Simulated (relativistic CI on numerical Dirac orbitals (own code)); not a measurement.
**V⁴⁺ in a cubic cluster: 3p photoemission with charge transfer**

Computed with a charge-transfer multiplet model of a cubic metal-ligand cluster with up to 2 ligand holes, Slater and spin-orbit integrals from Dirac-Coulomb-Breit ions, Slater integrals scaled by 0.9. The ground state mixes d1 with configurations of k ligand holes L, whose averages lie at kΔ + k(k − 1)U_dd/2; a core hole lowers each added d electron by U_cd. 300 K, Lorentzian 0.9 eV and Gaussian 0.8 eV FWHM.

Atomic integrals in eV (Slater integrals scaled, ζ unscaled), ground: F2dd 9.064, F4dd 5.680, zeta_d 0.029; with the core hole: F2dd 9.064, F4dd 5.680, zeta_d 0.033, zeta_core 0.604, F2cd 11.134, G1cd 13.644, G3cd 8.468. Where a configuration has fewer than two d electrons, the dd integrals are those of d2.

Cluster parameters (eV): U_dd = 4.3, U_cd = 5.3, 10Dq = 0.85, 10Dq(ligand) = 0.6, V(eg) = 3.3, V(t2g) = -1.79, final-state hopping factor = 1.

```tsv
Case	n_d	d1	d2L	d3L2	S
Δ = -2.1 eV	2.14	0.16	0.54	0.30	0.50
Δ = 0.9 eV	1.93	0.27	0.54	0.20	0.50
Δ = 3.9 eV	1.72	0.40	0.48	0.12	0.50
```

Weights, n_d and S are thermal averages at 300 K. Binding energies count from the first peak over 30 % of the highest in each spectrum, which can be another peak from case to case. The parameters are a model scan and need not match a compound or its usual spin state. Peaks in eV (height, largest 100):
- Δ = -2.1 eV: 0.0 (100), 2.4 (75), 15.2 (14), 16.5 (14)
- Δ = 0.9 eV: 0.0 (100), 2.4 (78), 5.7 (16), 15.4 (17)
- Δ = 3.9 eV: 0.0 (100), 2.5 (79), 6.4 (13), 10.2 (8), 15.5 (18)

For the case Δ = 0.9 eV, Δ = 0.9 eV is smaller than U_dd = 4.3 eV, the charge-transfer side of the Zaanen-Sawatzky-Allen scheme. With the core hole the configuration with one ligand hole lies at Δ − U_cd = -7.4, -4.4, -1.4 eV from the one without, in the order of the table; where this is negative the screened configuration lies lower, though the effective hopping of about 7.2 eV (from the holes of the mixed ground state) mixes the two strongly wherever it is as large as the gap.

With at most 2 ligand holes the space is cut while the next configuration still counts, so covalency is underestimated, and a final configuration with one more ligand hole, which can lie low, is missing from the spectra.
